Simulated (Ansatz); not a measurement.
## Telling isomers of CH3CuO apart by their spectra

These gas-phase data were calculated for one isomer of CH3CuO at PBE0-D4/def2-TZVP (harmonic, unscaled wavenumbers; equilibrium rotational constants with average atomic masses):

| Property | Result |
| --- | --- |
| rotational constants | 50.89, 4.31, 4.075 GHz |
| all wavenumbers above 1500 cm⁻¹ | 3006, 2989, 2948 |
| dipole moment | 3.86 D (PBE0/def2-TZVPD) |

Candidates:

(1) `C[O][Cu]`, a singlet
(2) `O[CH2][Cu]`, a singlet

Question: Which candidate do the data belong to?

Answer: Candidate (1). No mode falls between 3300 and 4000 cm⁻¹, where the O–H stretch of (2) would stand.

The same quantities for all candidates:

|  | rotational constants (GHz) | wavenumbers above 1500 cm⁻¹ | dipole (D) | E above the lowest, PBE0-D4/def2-TZVP (kcal/mol) |
| --- | --- | --- | --- | --- |
| (1) | 50.89, 4.31, 4.075 | 3006, 2989, 2948 | 3.86 | 0.0 |
| (2) | 39.26, 3.962, 3.716 | 3883, 3117, 3023 | 2.37 | 2.5 |

Each candidate is one conformer. Programs: Ansatz 0.2.0.
